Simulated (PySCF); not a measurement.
B(F)(Me)(OH) (CH4BFO), SMILES CB(O)F. Heavy atoms are numbered as in [B:1]([F:2])([CH3:3])[OH:7]. Hydrogens are named by the atom that carries them.

Geometry: PBE0-D3(BJ)/def2-SVP. The values are those of a single conformer.

Level of theory: HF/def2-TZVPD run with PySCF.

Mulliken values depend strongly on the basis, most of all with diffuse functions as here. ESP charges are fitted to the potential on shells at 1.4 to 2.0 van der Waals radii. Atomic charges (e), one atom of each kind:

```csv
atom,ESP fit,Mulliken,meta-Löwdin
B1,___,0.61,0.71
F2,___,-0.41,-0.39
C3 (CH3),-0.72,-0.46,-0.45
H on C3,0.16,0.15,0.12
O7 (OH),-0.75,-0.56,-0.57
H on O7,___,0.33,0.36
```

Q: Fill in the missing entries. (The exact figures need the calculation; the answer reports its results.)

A: 
- B1, ESP fit: 0.94
- F2, ESP fit: -0.41
- H on O7, ESP fit: 0.43
